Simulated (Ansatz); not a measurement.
Si2Se⁻. Charge -1, multiplicity 2. Geometry PBE-D4/def2-TZVP, that of the neutral singlet; atoms count from 1.

```xyz
3

Si   -0.009   -0.248    1.350
Si   -0.924   -0.522   -0.871
Se    0.933    0.770   -0.479
```

The highest occupied level of the charge -1 doublet lies above zero (up to 0.15 eV). By energy differences its removal costs 1.55 eV (vertical, to the charge 0 singlet, at PBE0-D4/def2-TZVPD); a positive level beside a positive removal energy at the same level points to self-interaction error. The structure comes from a short search, and lower isomers may exist.

Estimate the Mulliken populations from the PBE0/def2-TZVPD orbitals of Ansatz.


```csv
atom,charge (e),spin (α − β)
Si1,-0.33,0.37
Si2,-0.33,0.37
Se3,-0.34,0.27
```
Mulliken values and Mayer orders depend strongly on the basis. With diffuse functions, as here, like atoms can get unlike values, and bond orders can come out too low or too high.

Where does the spin sit?

Summed by element: Si 0.73, Se 0.27, of 1 unpaired in all. Largest on single atoms: Si1 0.37, Si2 0.37, Se3 0.27.

And the Mayer bond orders between bonded heavy atoms (over 0.3)?

Si1–Si2 1.32 (2.42 Å); Si1–Se3 1.09 (2.30 Å); Si2–Se3 1.09 (2.30 Å).
